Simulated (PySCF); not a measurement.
C3H7BN2, SMILES C=C1CNB1N. Geometry: PBE0-D3(BJ)/def2-SVP. This is a generated structure with no PubChem entry under its InChIKey; it may be hypothetical. The values are those of a single conformer.

The numbers are results of PySCF 2.14.0 with PBE0-D3(BJ)/def2-SVP, not measurements.

Harmonic wavenumbers (cm⁻¹): 152, 223, 243, 321, 400, 460, 497, 615, 629, 712, 737, 865, 893, 935, 1026, 1041, 1135, 1154, 1206, 1264, 1327, 1431, 1474, 1519, 1623, 1790, 3007, 3057, 3138, 3232, 3659, 3698, 3766. Rotational constants (GHz): 5.299, 3.483, 2.130; symmetry number 1.

Task: Work out the zero-point energy and the ideal-gas rigid-rotor harmonic-oscillator thermochemistry at 298.15 K and 1 atm.

Result: ZPE = ½ Σ hcν = ½ × 47230 cm⁻¹ = 282.50 kJ/mol. H − E(el) = 302.08 kJ/mol. Entropy in J/(mol K): translation 163.69, rotation 110.90, vibration 51.38, total 325.97. G − E(el) = 204.89 kJ/mol. Cp = 109.52 J/(mol K).
